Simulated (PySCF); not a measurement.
## Correlation energy of B⁺ (boron, charge +1)

[He] 2s2, closed-shell 1S. Computed with PySCF 2.14 in aug-cc-pwCVDZ, with the non-relativistic Hamiltonian (point nucleus). Frozen: nothing; 4 electrons correlated.

| level | correlation energy (mhartree) |
| --- | --- |
| CCSD | -86.76 |
| (T) | -0.35 |
| CCSD(T) | -87.11 |
| CCSDT | -87.12 |

Diagnostics: T1 = 0.0090, D1 = 0.0179, largest double amplitude 0.148.

Cost of the coupled-cluster step: of the order of 0.17 core-seconds, for 4 correlated electrons.

Iterations:

```
CC2 = 0
CCSD nocc = 2, nmo = 27
frozen orbitals []
max_cycle = 100
direct = 0
conv_tol = 1e-08
conv_tol_normt = 1e-06
diis_space = 8
diis_start_cycle = 0
Init t2, MP2 energy = -24.2957885639  E_corr(MP2) -0.0599559043147774
Init E_corr(CCSD) = -0.059955904315011
cycle = 1  E_corr(CCSD) = -0.0746429815432248  dE = -0.0146870772  norm(t1,t2) = 0.0652753
cycle = 2  E_corr(CCSD) = -0.0806200320039087  dE = -0.00597705046  norm(t1,t2) = 0.0340034
cycle = 3  E_corr(CCSD) = -0.0868833680405308  dE = -0.00626333604  norm(t1,t2) = 0.0180763
cycle = 4  E_corr(CCSD) = -0.0867349238438673  dE = 0.000148444197  norm(t1,t2) = 0.000389561
cycle = 5  E_corr(CCSD) = -0.0867780803147467  dE = -4.31564709e-05  norm(t1,t2) = 0.000104975
cycle = 6  E_corr(CCSD) = -0.0867587035240808  dE = 1.93767907e-05  norm(t1,t2) = 5.17603e-05
cycle = 7  E_corr(CCSD) = -0.08675937259906  dE = -6.69074979e-07  norm(t1,t2) = 3.38075e-06
cycle = 8  E_corr(CCSD) = -0.0867594552336852  dE = -8.26346252e-08  norm(t1,t2) = 1.42001e-07
cycle = 9  E_corr(CCSD) = -0.0867594346448299  dE = 2.05888553e-08  norm(t1,t2) = 1.31047e-07
cycle = 10  E_corr(CCSD) = -0.0867594100945606  dE = 2.45502693e-08  norm(t1,t2) = 7.12555e-08
cycle = 11  E_corr(CCSD) = -0.0867594104522122  dE = -3.57651547e-10  norm(t1,t2) = 6.8925e-09
CCSD converged
E(CCSD) = -24.32259207003742  E_corr = -0.08675941045221215
CCSD(T) correction = -0.000346531643941519
```
